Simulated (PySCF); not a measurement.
C₂H₁₁GeNSi, SMILES C[N]([GeH3])[SiH2]C, GFN2-xTB optimised geometry.

```
16

Si     0.12     0.18     0.00
C     -0.51     1.96     0.00
N     -0.53    -0.67     1.37
C     -0.22    -2.08     1.43
Ge    -0.95     0.10     2.97
H      1.59     0.18     0.00
H     -0.37    -0.55    -1.18
H     -1.59     2.00     0.09
H     -0.08     2.54     0.81
H     -0.24     2.45    -0.93
H      0.81    -2.26     1.75
H     -0.35    -2.54     0.45
H     -0.89    -2.58     2.14
H     -1.57     1.43     2.74
H     -1.91    -0.84     3.64
H      0.26     0.25     3.87
```

Density from PBE0/def2-TZVP (PySCF) at that geometry.

Minimum of the electron density along straight lines between bonded atoms, close to the bond critical point (lines longer than 1.1 times the sum of covalent radii, or with two minima, are not listed):

| bond | length / Å | ρ at the minimum / e bohr⁻³ | ∇²ρ there / e bohr⁻⁵ | position (fraction from the first atom) |
|---|---|---|---|---|
| Si1–C2 | 1.890 | 0.119 | 0.17 | 0.39 |
| Si1–N3 | 1.733 | 0.130 | … | 0.40 |
| N3–C4 | 1.452 | 0.266 | -0.67 | 0.60 |
| N3–Ge5 | 1.830 | 0.141 | … | 0.53 |
| Si1–H6 | 1.476 | 0.123 | 0.17 | 0.49 |
| Si1–H7 | 1.471 | 0.124 | 0.18 | 0.49 |
| C2–H8 | 1.086 | 0.275 | -0.92 | 0.64 |
| C2–H9 | 1.086 | 0.274 | -0.92 | 0.64 |
| C2–H10 | 1.084 | 0.275 | -0.92 | 0.64 |
| C4–H11 | 1.095 | 0.279 | -0.96 | 0.64 |
| C4–H12 | 1.090 | 0.282 | -0.99 | 0.64 |
| C4–H13 | 1.093 | 0.281 | -0.97 | 0.64 |
| Ge5–H14 | 1.490 | 0.145 | 0.09 | 0.60 |
| Ge5–H15 | 1.501 | 0.142 | … | 0.59 |
| Ge5–H16 | 1.508 | 0.140 | 0.09 | 0.59 |

Question: Complete the blanks.

Answer: 
- Si1–N3, ∇²ρ there / e bohr⁻⁵: 0.54
- N3–Ge5, ∇²ρ there / e bohr⁻⁵: 0.43
- Ge5–H15, ∇²ρ there / e bohr⁻⁵: 0.08
